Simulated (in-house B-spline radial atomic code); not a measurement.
Configurations of Sn VII (Sn6+), with energies counted from [Kr] (4d3/2)4 (4d5/2)4. Method: Dirac-Hartree-Fock, average of each configuration as written, Fermi nucleus of rms radius 4.6519 fm. Calculated with a radial B-spline atomic code at the basis-set limit. Energies include first-order Breit, QED and recoil terms.

Occupations are held fixed; configurations that lie above the ionisation limit could autoionise.

```tsv
configuration	E - E(ref) (eV)	highest orbital	its <r> (bohr)
[Kr] (4d3/2)4 (4d5/2)3 (4f5/2)1	62.483	4f5/2	1.604
[Ar] 3d10 4s2 (4p1/2)2 (4p3/2)3 (4d3/2)2 (4d5/2)6 (6f7/2)1	169.06	6f7/2	5.628
[Ar] 3d10 4s2 (4p1/2)1 (4p3/2)4 (4d3/2)4 (4d5/2)4 8s1	178.13	8s1/2	7.592
```

Task: Order these further configurations by energy, lowest first.
A. [Ar] 3d10 4s2 (4p1/2)2 (4p3/2)3 (4d3/2)3 (4d5/2)5 (6g9/2)1
B. [Kr] (4d3/2)1 (4d5/2)6 (8p1/2)1
C. [Kr] (4d3/2)3 (4d5/2)5

Result: C (1.2781 eV), B (100.61 eV), A (170.3 eV).
